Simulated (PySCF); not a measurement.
## Energy of V⁺ (vanadium, charge +1) between two integer charges

The 3d alpha orbital of [Ar] 3d4 is emptied in steps (occupation f), with all orbitals relaxed, ending at [Ar] 3d3. Calculation: PySCF 2.14, in def2-TZVPPD (6s6p4d2f1g, 67 functions); no relativity, point nucleus. The exact energy is a straight line in f; departures are measured from the line between the end points of the same method.

| f | BHandHLYP (eV) | wB97X (eV) | CAM-B3LYP (eV) |
| --- | --- | --- | --- |
| 1 | 0.000 | 0.000 | 0.000 |
| 0.9 | -0.182 | -0.122 | -0.225 |
| 0.7 | -0.435 | -0.297 | -0.542 |
| 0.5 | -0.530 | -0.366 | -0.661 |
| 0.3 | -0.454 | -0.316 | -0.567 |
| 0.1 | -0.198 | -0.139 | -0.248 |
| 0 | 0.000 | 0.000 | 0.000 |

Question: For CAM-B3LYP, how does the orbital energy at f = 1 compare with the removal energy?

Answer: −ε = 12.648 eV against a total-energy difference of 15.082 eV. By Janak's theorem ε = ∂E/∂f, so the gap between them reflects the curvature. Along the path −ε is 13.035 (f = 0.9), 13.979 (f = 0.7), 15.010 (f = 0.5), 16.105 (f = 0.3), 17.259 (f = 0.1) eV.

| method | E(f=0) − E(f=1) (eV) | −ε at f=1 (eV) | −ε at f=0.5 (eV) |
| --- | --- | --- | --- |
| BHandHLYP | 14.553 | 12.560 | 14.499 |
| wB97X | 14.679 | 13.368 | 14.620 |
| CAM-B3LYP | 15.082 | 12.648 | 15.010 |

Reference removal energy between the ground levels: 14.634 ± 0.007 eV (measured; NIST Atomic Spectra Database, ionization energies). The calculation has no spin-orbit coupling. The determinant left behind need not be the lowest term of the ion.
